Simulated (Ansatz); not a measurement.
`B/C=C(\Cl)C=C`, relaxed with RKS PBE-D4/def2-SVP in the Gaussian-basis code of Ansatz from a rough embedded geometry. The force threshold is 0.03 eV/Å; the program also tests the step.

Total charge 0; spin multiplicity 1.

Start:

```xyz
12

B     2.043   -0.940   -1.179
C     0.571   -0.581   -0.934
C     0.182    0.067    0.140
Cl    1.243    0.580    1.448
C    -1.282    0.400    0.310
C    -1.791    1.017    1.365
H     2.909   -0.713   -0.468
H     2.272   -1.550   -2.225
H    -0.164   -0.907   -1.661
H    -1.972    0.062   -0.440
H    -1.149    1.348    2.201
H    -2.863    1.216    1.444
```

Q: By how much does the energy fall, and how many steps does the optimiser take? (An estimate is asked.)

A: Computed: 0.36 eV, in 4 steps.

Q: Which bonds change most? (Best estimate.)

A: The calculation gave: B1–H7 from 1.142 to 1.216 Å; C2–C3 from 1.314 to 1.375 Å; C3–C5 from 1.511 to 1.461 Å; C5–H10 from 1.074 to 1.103 Å.

Q: Give the relaxed structure. (Best estimate.)

A: Computed: 
```xyz
12

B     2.066   -0.990   -1.243
C     0.611   -0.602   -0.938
C     0.132    0.067    0.164
Cl    1.206    0.587    1.440
C    -1.280    0.388    0.353
C    -1.819    1.040    1.406
H     2.969   -0.711   -0.478
H     2.320   -1.587   -2.273
H    -0.187   -0.866   -1.656
H    -1.929    0.046   -0.471
H    -1.189    1.390    2.239
H    -2.901    1.237    1.457
```
